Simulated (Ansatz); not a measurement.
Ansatz (a quantum-chemistry and plane-wave program) input (MP2/6-31G* with LANL2DZ past Ar): The .json file joins the Basis Set Exchange's 6-31G* for atoms up to Ar and LANL2DZ past it.

Ansatz 0.2 input:
```yaml
crystal:
  periodic: [false, false, false]
  atoms:
    - {symbol: K, position_ang: [-0.00000000, -0.00000000, -0.73765491]}
    - {symbol: F, position_ang: [0.00000000, 0.00000000, 1.55727147]}
basis:
  gaussian:
    orbitals: 6-31Gs+LANL2DZ.json
total_charge: -1
magnetization: {spin_polarized: true, initial_magnetization: 1}
correlation: {method: mp2, electrons: outside_noble_gas}
relax: {f_tol: 0.003, max_steps: 120}
```

From the last part of the output:

```
mean field -3463.65231356 eV, -127.2868747753 hartree, gradient 2.8e-6 eV, S^2 0.750309; 0 other end points of the search recorded, 0 dependent functions left out
5 core orbitals not correlated, not the lowest: weight in the atoms' cores, before any rotation towards them, 0.984 or more for the frozen orbitals, at most 0.013 for the correlated occupied ones
reference -3463.65231356 eV, -127.2868747753 hartree; 5, 4 occupied and 17, 18 virtual orbitals, 321 factors
densities: 0.04 GiB planned
second order -4.92679255 eV of doubles, -0.00000000 eV of singles
the calculation of the forces begins
relax step   2: F+E_penalty+E_count = -3468.57910610 eV  Δ(F+E_penalty+E_count) = -5.249e-3 eV  max|allowed force component| = 2.634e-4 eV/Å  Δτ_max = 0.0217 Å  (53 SCF iters, accepted)
these checks for a lower state are left out or cut short: cluster_reference
integrals: 0.00 GiB planned
321 factors; integrals over basis functions are off by at most 1.1e-4 eV
mean field: 0.06 GiB planned
mean field evaluation 256: about -3463.6523 eV, gradient 1.7e-6 eV
mean field evaluation 288: about -3460.7340 eV, gradient 3.5e-4 eV
mean field evaluation 320: about -3462.8512 eV, gradient 3.2e-5 eV
mean field evaluation 352: about -3460.7503 eV, gradient 1.2e-1 eV
mean field evaluation 384: about -3463.6518 eV, gradient 1.6e-1 eV
mean field evaluation 416: about -3462.8512 eV, gradient 2.2e-6 eV
mean field evaluation 448: about -3459.7269 eV, gradient 6.3e0 eV
mean field evaluation 480: about -3462.8487 eV, gradient 2.3e-1 eV
mean field -3463.65231356 eV, -127.2868747753 hartree, gradient 2.8e-6 eV, S^2 0.750309; 14 other end points of the search recorded, 0 dependent functions left out
5 core orbitals not correlated, not the lowest: weight in the atoms' cores, before any rotation towards them, 0.984 or more for the frozen orbitals, at most 0.013 for the correlated occupied ones
reference -3463.65231356 eV, -127.2868747753 hartree; 5, 4 occupied and 17, 18 virtual orbitals, 321 factors
densities: 0.04 GiB planned
second order -4.92679255 eV of doubles, -0.00000000 eV of singles
the calculation of the forces begins
Total energy: -3468.57910610 eV, -127.4679310619 hartree
Atom 0 at    -0.000000     0.000000    -0.759351 Å, force    -0.000000     0.000000    -0.000263 eV/Å
Atom 1 at     0.000000    -0.000000     1.578968 Å, force    -0.000000    -0.000000     0.000263 eV/Å
Dipole moment:     0.000000     0.000000     0.289712 e Å
Checks for a lower state left out: cluster_reference
```

The dipole moment of an ion depends on the origin.
